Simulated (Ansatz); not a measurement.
`[SH][Zn][Cl]`, charge 0, multiplicity 1.

(1) Give a relaxed structure at PBE0-D4/def2-TZVP (Ansatz 0.2.0). (Best estimate.)

Answers

(1) Ansatz gave: 
```xyz
4

S     0.841   -1.380    0.097
Zn   -0.015    0.585    0.295
Cl   -0.828    2.504    0.509
H     0.002   -1.709   -0.901
```
Point group Cs.
